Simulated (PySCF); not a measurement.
Protons, H atoms and electrons added to or taken from C=N. Gas-phase values, no solvent. Strings in code marks are SMILES.

All values below come from TPSSh-D3(BJ)/def2-TZVP // PBE0-D3(BJ)/def2-TZVP run with PySCF. 

```csv
species,dipole moment (D)
neutral parent (`C=N`),1.98
proton added at N2 (`C=[NH2+]`),–
H atom removed from C1 (`N(/[H])=[C]/[H]`),___
H atom removed from N2 (`C=[N]`),2.45
```

What belongs in the gaps?


- H atom removed from C1 (`N(/[H])=[C]/[H]`), dipole moment (D): 2.20
